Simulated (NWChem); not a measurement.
CH5AlO2; SMILES C[O][AlH][OH]

```xyz
9

Al    -0.4996     0.6669    -0.0345
H     -2.0692     0.6535    -0.1430
O      0.2795     2.1726     0.0234
H      1.2262     2.3057     0.0892
O      0.4365    -0.7430     0.0269
C      0.3088    -2.1231     0.0113
H      0.7450    -2.5679     0.9239
H     -0.7432    -2.4620    -0.0507
H      0.8463    -2.5580    -0.8507
```
Atoms are numbered in this order, from 1.

All runs: NWChem. Pople sets run with spherical d functions. STO-3G and 3-21G are far too small for this property and stand as cheap habits. Geometry: optimised at PBE0/def2-SVP. Field at 589 nm.

```
level              isotropic polarisability (bohr³)  anisotropy (bohr³)
-----------------  --------------------------------  ------------------
B3LYP/STO-3G                                   22.8                20.5
B3LYP/6-31G*                                   39.3                14.7
B3LYP/def2-SVP                                 39.9                14.7
B3LYP/def2-SVPD                          (withheld)          (withheld)
B3LYP/aug-cc-pVDZ                              50.1                14.7
```

**Question.** Fill in the missing entries.

**Answer.** 
- B3LYP/def2-SVPD, isotropic polarisability (bohr³): 49.1
- B3LYP/def2-SVPD, anisotropy (bohr³): 13.4
